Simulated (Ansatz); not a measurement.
Mulliken charges of Cl3HHfS (`[SH][Hf]([Cl])([Cl])[Cl]`) from r2SCAN/def2-TZVPP in Ansatz (PBE0-D4/def2-TZVP geometry).

```json
{"atom": "S1", "x (Å)": "-1.768", "y (Å)": "0.868", "z (Å)": "-0.026", "charge (e)": "-0.270"}
{"atom": "Hf2", "x (Å)": "0.502", "y (Å)": "0.048", "z (Å)": "0.049", "charge (e)": "0.827"}
{"atom": "Cl3", "x (Å)": "1.830", "y (Å)": "1.896", "z (Å)": "0.491", "charge (e)": "-0.219"}
{"atom": "Cl4", "x (Å)": "0.675", "y (Å)": "-1.566", "z (Å)": "1.712", "charge (e)": "-0.231"}
{"atom": "Cl5", "x (Å)": "1.028", "y (Å)": "-0.933", "z (Å)": "-1.991", "charge (e)": "-0.231"}
{"atom": "H6", "x (Å)": "-2.224", "y (Å)": "-0.376", "z (Å)": "-0.281", "charge (e)": "0.124"}
```

Question: By hand: the dipole of these point charges (1 e Å = 4.8032 D).

Answer: Σ q r = (-0.177, -0.079, -0.030) e Å, of length 0.196 e Å = 0.94 D.

Question: How does the dipole of the full density compare? (Estimate.)

Answer: Ansatz gave: (-0.110, -0.076, -0.023) e Å, 0.65 D; the point charges give 1.45 times that, at 10° from its direction.

Point charges leave out the atoms' own dipoles, such as those of lone pairs, and Mulliken's split depends on the basis, so the two needn't agree.
